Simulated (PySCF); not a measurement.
# Partial charges of `CC(C)S(=O)(=O)c1ccccc1`

C₉H₁₂O₂S.
Structure used (PBE0-D3(BJ)/def2-SVP), in Å, numbered top down from 1:
```
atom  x, y, z in Å
C1    -2.2310    0.3025    1.4524
C2    -2.3040   -0.0003   -0.0308
C3    -3.6258   -0.6113   -0.4692
S4    -1.0084   -1.1822   -0.5107
O5    -1.0767   -2.3151    0.4161
O6    -1.1283   -1.3811   -1.9563
C7     0.5284   -0.3273   -0.2117
C8     1.2133   -0.5614    0.9785
C9     2.4184    0.1018    1.1999
C10    2.9208    0.9767    0.2364
C11    2.2320    1.1872   -0.9591
C12    1.0286    0.5268   -1.1933
H13   -1.2675    0.7503    1.7365
H14   -3.0262    1.0128    1.7248
H15   -2.3727   -0.6196    2.0346
H16   -2.0773    0.8940   -0.6348
H17   -4.4455    0.0922   -0.2615
H18   -3.6167   -0.8383   -1.5436
H19   -3.8175   -1.5435    0.0832
H20    0.8025   -1.2703    1.7006
H21    2.9718   -0.0713    2.1254
H22    3.8670    1.4932    0.4142
H23    2.6409    1.8591   -1.7171
H24    0.4835    0.6468   -2.1320
```

Density: PBE0/pcSseg-1 (PySCF); schemes: Mulliken, IAO, Hirshfeld and ESP-fitted. Geometry: PBE0-D3(BJ)/def2-SVP, one conformer, isolated molecule.

Problem. For which atoms does the sign change between the 4 schemes (beyond +0.03 e in one, beyond −0.03 e in another)?

Solution. C2, C8 and C12.

Problem. Which atoms carry the highest charge in the Mulliken, IAO, Hirshfeld and ESP-fitted schemes?

Solution. All schemes agree: Mulliken S4 (+1.134); IAO S4 (+1.946); Hirshfeld S4 (+0.512); ESP-fitted S4 (+0.887).

Problem. Tabulate the Mulliken, IAO, Hirshfeld and ESP-fitted charges.

Solution. In e:

```json
{"atom": "C1", "environment": "methyl carbon", "Mulliken": "-0.228", "IAO": "-0.420", "Hirshfeld": "-0.120", "ESP-fitted": "-0.505"}
{"atom": "C2", "environment": "sp3 carbon bound to sulfur", "Mulliken": "-0.474", "IAO": "-0.277", "Hirshfeld": "-0.029", "ESP-fitted": "+0.263"}
{"atom": "C3", "environment": "methyl carbon", "Mulliken": "-0.230", "IAO": "-0.422", "Hirshfeld": "-0.117", "ESP-fitted": "-0.515"}
{"atom": "S4", "environment": "sulfonyl sulfur", "Mulliken": "+1.134", "IAO": "+1.946", "Hirshfeld": "+0.512", "ESP-fitted": "+0.887"}
{"atom": "O5", "environment": "sulfonyl oxygen", "Mulliken": "-0.552", "IAO": "-0.892", "Hirshfeld": "-0.309", "ESP-fitted": "-0.524"}
{"atom": "O6", "environment": "sulfonyl oxygen", "Mulliken": "-0.550", "IAO": "-0.890", "Hirshfeld": "-0.313", "ESP-fitted": "-0.529"}
{"atom": "C7", "environment": "substituted aromatic carbon", "Mulliken": "-0.502", "IAO": "-0.242", "Hirshfeld": "-0.030", "ESP-fitted": "-0.022"}
{"atom": "C8", "environment": "aromatic CH carbon", "Mulliken": "+0.044", "IAO": "-0.135", "Hirshfeld": "-0.036", "ESP-fitted": "-0.076"}
{"atom": "C9", "environment": "aromatic CH carbon", "Mulliken": "-0.080", "IAO": "-0.145", "Hirshfeld": "-0.039", "ESP-fitted": "-0.173"}
{"atom": "C10", "environment": "aromatic CH carbon", "Mulliken": "-0.067", "IAO": "-0.134", "Hirshfeld": "-0.034", "ESP-fitted": "-0.123"}
{"atom": "C11", "environment": "aromatic CH carbon", "Mulliken": "-0.084", "IAO": "-0.145", "Hirshfeld": "-0.040", "ESP-fitted": "-0.157"}
{"atom": "C12", "environment": "aromatic CH carbon", "Mulliken": "+0.052", "IAO": "-0.136", "Hirshfeld": "-0.038", "ESP-fitted": "-0.135"}
{"atom": "H13", "environment": "methyl hydrogen", "Mulliken": "+0.143", "IAO": "+0.145", "Hirshfeld": "+0.036", "ESP-fitted": "+0.106"}
{"atom": "H14", "environment": "methyl hydrogen", "Mulliken": "+0.132", "IAO": "+0.149", "Hirshfeld": "+0.049", "ESP-fitted": "+0.153"}
{"atom": "H15", "environment": "methyl hydrogen", "Mulliken": "+0.141", "IAO": "+0.156", "Hirshfeld": "+0.042", "ESP-fitted": "+0.144"}
{"atom": "H16", "environment": "methine hydrogen", "Mulliken": "+0.158", "IAO": "+0.151", "Hirshfeld": "+0.045", "ESP-fitted": "+0.012"}
{"atom": "H17", "environment": "methyl hydrogen", "Mulliken": "+0.133", "IAO": "+0.147", "Hirshfeld": "+0.049", "ESP-fitted": "+0.147"}
{"atom": "H18", "environment": "methyl hydrogen", "Mulliken": "+0.151", "IAO": "+0.163", "Hirshfeld": "+0.043", "ESP-fitted": "+0.144"}
{"atom": "H19", "environment": "methyl hydrogen", "Mulliken": "+0.136", "IAO": "+0.153", "Hirshfeld": "+0.045", "ESP-fitted": "+0.155"}
{"atom": "H20", "environment": "aromatic hydrogen", "Mulliken": "+0.111", "IAO": "+0.177", "Hirshfeld": "+0.055", "ESP-fitted": "+0.138"}
{"atom": "H21", "environment": "aromatic hydrogen", "Mulliken": "+0.108", "IAO": "+0.159", "Hirshfeld": "+0.058", "ESP-fitted": "+0.155"}
{"atom": "H22", "environment": "aromatic hydrogen", "Mulliken": "+0.107", "IAO": "+0.159", "Hirshfeld": "+0.057", "ESP-fitted": "+0.150"}
{"atom": "H23", "environment": "aromatic hydrogen", "Mulliken": "+0.109", "IAO": "+0.159", "Hirshfeld": "+0.058", "ESP-fitted": "+0.158"}
{"atom": "H24", "environment": "aromatic hydrogen", "Mulliken": "+0.108", "IAO": "+0.174", "Hirshfeld": "+0.055", "ESP-fitted": "+0.146"}
```

Mean size of the charges over all atoms: IAO 0.320 e, Mulliken 0.231 e, ESP-fitted 0.230 e, Hirshfeld 0.092 e. Each set sums to the total charge, 0, to within 0.001 e. The IAO scheme projects the occupied orbitals on a minimal set of polarised atomic orbitals and counts the electrons in each atom's part of it. The Hirshfeld scheme divides the density at each point in proportion to the densities of the neutral, spherically averaged free atoms.

Problem. How many electrons does the Mulliken scheme count on O5?

Solution. Z − q = 8 − (-0.552) = 8.552.

Problem. How closely do the schemes follow one another over all atoms?

Solution. Correlation coefficient and root-mean-square difference: IAO with Hirshfeld 0.99, 0.366 e; Mulliken with IAO 0.95, 0.221 e; Hirshfeld with ESP-fitted 0.92, 0.180 e; Mulliken with Hirshfeld 0.91, 0.209 e; IAO with ESP-fitted 0.90, 0.272 e; Mulliken with ESP-fitted 0.78, 0.213 e.
